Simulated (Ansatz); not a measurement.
Process, species as SMILES: B=[N] (BH-N) → B=[N-] (an electron is taken up)
B3LYP-D3(BJ)/def2-TZVP geometries, fixed; electronic energies without zero-point terms; positive where energy is released.
Largest species:
```xyz
3

B      0.0000     0.0000    -0.6130
N      0.0000     0.0000     0.6925
H      0.0000     0.0000    -1.7820
```
Charge 0, spin multiplicity 2.

Basis-set convergence of the adiabatic electron affinity at PBE0 with Ansatz (a quantum-chemistry and plane-wave program). Cartesian d functions, on some or all atoms, in 6-31G*, 6-31G**, 6-31+G*; all else is spherical. The program fits the integrals of some runs and decomposes those of others, by size. Open shells are unrestricted. No added dispersion term, no relativity. Functions are those of the species that has most. Reference: the value in aug-pcseg-3, 2.799 eV, itself unsure by roughly 0.006 eV (its mean distance from aug-cc-pVQZ, def2-QZVPPD). Deviations are taken from unrounded values.

| basis | functions | adiabatic electron affinity (eV) | minus reference (eV) |
|---|---|---|---|
| STO-3G | 11 | -1.091 | -3.890 |
| 3-21G | 20 | 2.299 | -0.500 |
| 6-31G | 20 | 2.339 | -0.460 |
| pcseg-0 | 20 | 2.620 | -0.179 |
| 6-31G* | 32 | 2.138 | -0.661 |
| def2-SVP | 33 | 2.495 | -0.304 |
| pcseg-1 | 33 | 2.657 | -0.142 |
| 6-31G** | 35 | 2.140 | -0.659 |
| 6-31+G* | 40 | 2.779 | -0.020 |
| 6-311G** | 42 | 2.557 | -0.242 |
| def2-SVPD | 48 | 2.729 | -0.070 |
| aug-pcseg-1 | 55 | 2.821 | 0.022 |
| 6-311++G(2d,2p) | 64 | 2.814 | 0.015 |
| pcseg-2 | 74 | 2.779 | -0.020 |
| jun-cc-pV(T+d)Z | 92 | 2.793 | -0.006 |
| def2-QZVPP | 144 | 2.776 | -0.023 |
| pcseg-3 | 153 | 2.797 | -0.002 |
| def2-QZVPPD | 159 | 2.788 | -0.011 |

The smallest set listed that lies within 0.05 eV of the reference with all its larger relatives (same family, alike in diffuse functions; a set with none counts only in the reference's own line) is 6-31+G* (40 functions, -0.020 eV off). Inside, with no larger relative to test it: def2-QZVPP, def2-QZVPPD. (Relatives not listed, tested too: 6-311+G** 0.021, 6-311++G(3df,3pd) -0.001, aug-cc-pVTZ -0.007, aug-pcseg-2 0.005, aug-cc-pVQZ -0.002, aug-pcseg-3 0.000, pcseg-4 -0.002 eV.)
